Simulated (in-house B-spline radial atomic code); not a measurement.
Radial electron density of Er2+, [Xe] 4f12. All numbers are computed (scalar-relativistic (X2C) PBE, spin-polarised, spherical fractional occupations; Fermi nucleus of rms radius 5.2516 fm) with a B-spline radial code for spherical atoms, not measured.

One-electron X2C: radii and densities carry no picture-change correction, so inner-shell <1/r> comes out high (for 1s by about 2 % at Z = 33, 5 % at 54, 10 % at 75, 30 % at 118) and <r> low.

Columns: r (bohr), 4πr²n(r) (electrons per bohr), bar.

```
0.000446    2.643 #
0.000549    3.579 #
0.000676    4.833 ##
0.000833    6.508 ##
 0.00103    8.766 ###
 0.00126    11.57 ####
 0.00155    15.29 ######
 0.00191    20.08 #######
 0.00236    26.19 #########
  0.0029     33.5 ############
 0.00358    42.38 ###############
  0.0044    52.33 ###################
 0.00542    63.21 #######################
 0.00668    74.15 ###########################
 0.00822    83.81 ##############################
  0.0101    90.79 #################################
  0.0125    93.82 ##################################
  0.0153    92.21 #################################
  0.0189    86.99 ###############################
  0.0233     81.6 #############################
  0.0287     80.9 #############################
  0.0353    88.54 ################################
  0.0435    103.6 #####################################
  0.0535    118.2 ###########################################
  0.0659    121.8 ############################################
  0.0811    110.8 ########################################
  0.0999     95.8 ###################################
   0.123    93.39 ##################################
   0.152    104.9 ######################################
   0.187    108.1 #######################################
    0.23    87.42 ################################
   0.283       59 #####################
   0.348    50.11 ##################
   0.429    58.02 #####################
   0.528    57.79 #####################
   0.651    42.51 ###############
   0.801    26.13 #########
   0.986    17.07 ######
    1.21    12.63 #####
     1.5    8.428 ###
    1.84    4.544 ##
    2.27    1.796 #
    2.79   0.5311 
    3.44   0.1123 
    4.23  0.01774 
    5.21 0.002099
```

On this grid the curve has 4 maxima, near 0.0125, 0.0659, 0.187, 0.429 bohr.

The 5p up radial function P(r) = rR(r), positive near the nucleus:

| r (bohr) | P |
| --- | --- |
| 0.000833 | 0.001175 |
| 0.00126 | 0.002205 |
| 0.00191 | 0.004221 |
| 0.0029 | 0.008178 |
| 0.0044 | 0.01584 |
| 0.00668 | 0.03038 |
| 0.0101 | 0.05629 |
| 0.0153 | 0.09914 |
| 0.0233 | 0.1597 |
| 0.0353 | 0.2157 |
| 0.0535 | 0.2064 |
| 0.0811 | 0.04824 |
| 0.123 | -0.2237 |
| 0.187 | -0.2879 |
| 0.283 | 0.1268 |
| 0.429 | 0.4752 |
| 0.651 | -0.01188 |
| 0.986 | -0.7833 |
| 1.5 | -0.8869 |
| 2.27 | -0.4451 |
| 3.44 | -0.1004 |
| 5.21 | -0.007597 |
